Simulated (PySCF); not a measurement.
## Germanium: a sound run and one with changed settings

Sound run: Ge [Ar] 3d10 4s2 4p2, Ge⁺ [Ar] 3d10 4s2 4p1. Calculation: PySCF 2.14, in pcseg-2; the non-relativistic Hamiltonian (point nucleus). In the sound run the correlated levels freeze [Ar] 3d10. The sound run starts from symmetry-adapted Hartree-Fock orbitals and uses a fine grid where one is needed.

Changed run: basis STO-3G. This setting is unsound on purpose.

| species | method | sound run (hartree) | changed run (hartree) | converged |
| --- | --- | --- | --- | --- |
| Ge | UHF | -2075.33289 | -2051.63626 | yes |
| Ge | MN15 | -2077.35231 | -2050.57489 | yes |
| Ge | BP86 | -2077.23204 | -2053.00310 | yes |
| Ge | MP2 | -2075.38261 | -2051.64352 | yes |
| Ge | CCSD(T) | -2075.39927 | -2051.64939 | yes |
| Ge⁺ | UHF | -2075.05916 | -2051.47666 | yes |
| Ge⁺ | MN15 | -2077.05822 | -2050.40879 | yes |
| Ge⁺ | BP86 | -2076.93676 | -2052.81951 | yes |
| Ge⁺ | MP2 | -2075.09634 | -2051.49165 | yes |
| Ge⁺ | CCSD(T) | -2075.11100 | -2051.50273 | yes |

Ionisation energy of Ge:

```tsv
method	sound run (eV)	changed run (eV)
UHF	7.448	4.343
MN15	8.003	4.520
BP86	8.035	4.996
MP2	7.790	4.133
SCS-MP2	7.716	4.091
CCSD	7.818	3.991
CCSD(T)	7.844	3.991
```

A minimal basis cannot let orbitals breathe on ionisation and holds almost no correlation.

For comparison, NIST gives 7.899 eV between the lowest levels.
